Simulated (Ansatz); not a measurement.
`C#C[Si](C#C)(C#C)C#C` + H₂ → `C#C[SiH](C#C)C#C` + `C#C` at 600 K and 1 bar (hydrogenolysis of the Si–C bond).

Program: Ansatz. Geometries: PBE0-D4/def2-TZVP. ΔE: electronic, gas phase. CCSD(T)/CBS adds triple-zeta CCSD(T) − MP2 to the extrapolated MP2 energy (def2 sets, frozen cores). This one scheme is used for every species.

| species | CCSD(T)/CBS energy (Eh) | H − E (kJ/mol) | S (J/(mol·K)) |
| --- | --- | --- | --- |
| `C#C[Si](C#C)(C#C)C#C` | -595.69571 | 296.4 | 545.9 |
| H₂ | -1.17544 | 43.9 | 150.8 |
| `C#C[SiH](C#C)C#C` | -519.63731 | 249.8 | 482.0 |
| `C#C` | -77.22717 | 96.2 | 235.4 |

H − E and S are ideal-gas, rigid-rotor, harmonic terms from PBE0-D4/def2-TZVP. The MP2-based limit puts H₂ 0.8 mEh under its directly extrapolated value; such offsets cancel only in part. 1 Eh = 2625.50 kJ/mol, R = 8.31446 J/(mol·K).

Task: By hand: ΔE, ΔH, ΔS and ΔG.

Result: ΔE = (-519.63731) + (-77.22717) − (-595.69571) − (-1.17544) = 0.00667 Eh = 17.5 kJ/mol. Δ(H − E) = 249.8 + 96.2 − 296.4 − 43.9 = 5.7, so ΔH = 23.2 kJ/mol. ΔS = 482.0 + 235.4 − 545.9 − 150.8 = 20.7 J/(mol·K). ΔG = 23.2 − 600 × (20.7)/1000 = 10.8 kJ/mol.

Task: By hand: the equilibrium constant, and the temperature at which ΔG would vanish if ΔH and ΔS stayed fixed.

Result: log₁₀ K = −ΔG/(RT ln 10) = -0.9. ΔG = 0 at ΔH/ΔS = 1121 K.

TΔS isn't small against ΔH here. A doubt of 5 kJ/mol in ΔE shifts log₁₀ K by 0.4 here. These are equilibria of isolated gas molecules and say nothing of rates. Largest T1 diagnostic: 0.014 (customary marks: 0.02 for closed shells, 0.045 for open ones).
